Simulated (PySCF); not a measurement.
## Er²⁺ (erbium, charge +2) across methods

[Xe] 4f12, one real determinant. Computed with PySCF 2.14 in cc-pVDZ-X2C (8s7p5d3f1g, 84 functions), with scalar relativity by spin-free X2C-1e.

```
method  E (hartree)  mean ε 5p β (eV)  mean ε 4f α (eV)  mean ε 4f β (eV)  Σ⟨r²⟩ (bohr²)   ⟨S²⟩
   PBE    -13085.17           -40.152           -17.344           -15.901          37.28  2.001
r2SCAN    -13085.35           -40.872           -17.289           -15.787          37.01  2.002
  PBE0    -13084.98           -41.931           -20.269           -18.587          36.93  2.001
   LDA    -13076.20           -40.423           -17.610           -16.071          37.24  2.001
```

**Question.** Estimate the same row for UHF.

**Answer.** E (hartree) = -13080.53069; mean ε 5p β (eV) = -46.204; mean ε 4f α (eV) = -28.525; mean ε 4f β (eV) = -26.032; Σ⟨r²⟩ (bohr²) = 36.50; ⟨S²⟩ = 2.002.

⟨L²⟩ = 24.02 against 30 for a pure H term, so this real determinant mixes terms. Spin-orbit coupling, absent here, splits the open shell strongly.
